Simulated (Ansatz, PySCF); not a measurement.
Complex: CH4O (SMILES CO) (first 6 atoms) with C2H3N (SMILES CC#N); geometry from B3LYP-D3(BJ)/def2-TZVP.
(charge 0, multiplicity 1):
```xyz
12

C     -0.5814     0.1871    -0.7437
O      0.2525    -0.7388    -0.0773
H     -1.6344     0.0862    -0.4514
H     -0.5057    -0.0139    -1.8130
H     -0.2743     1.2262    -0.5693
H      0.1926    -0.5650     0.8728
C     -0.2864     0.4811     5.3560
C     -0.1766     0.2007     3.9347
N     -0.0891    -0.0215     2.8122
H     -0.4858     1.5412     5.5133
H     -1.1007    -0.0999     5.7893
H      0.6432     0.2178     5.8608
```

Basis-set superposition error: the interaction energy with monomers in their own basis, and in the dimer's basis (counterpoise).

The values were computed with Ansatz (an electronic-structure program) with Gaussian orbitals; PySCF for 6-31G* rows, M06-2X. Values without a source in brackets are computed.

```csv
level,uncorrected (kcal/mol),counterpoise (kcal/mol),difference
PBE/def2-TZVPPD,-5.07,-4.98,0.09
BLYP/def2-TZVPPD,-4.10,-3.99,0.11
r2SCAN/def2-TZVPPD,-5.01,-4.95,0.07
B3LYP/def2-TZVPPD,-4.45,-4.37,0.08
PBE0/def2-TZVPPD,-4.90,-4.84,0.07
BHLYP/def2-TZVPPD,-4.75,-4.70,0.06
M06-2X/def2-TZVPPD,-4.96,-4.88,0.08
wB97M-V/def2-TZVPPD,-5.20,-5.12,0.07
MP2/6-31G*,-5.93,-4.39,1.55
CCSD/aug-cc-pVDZ,-5.42,-4.38,1.04
```

The error is largest for MP2/6-31G* (1.55 kcal/mol) and smallest for BHLYP/def2-TZVPPD (0.06 kcal/mol).
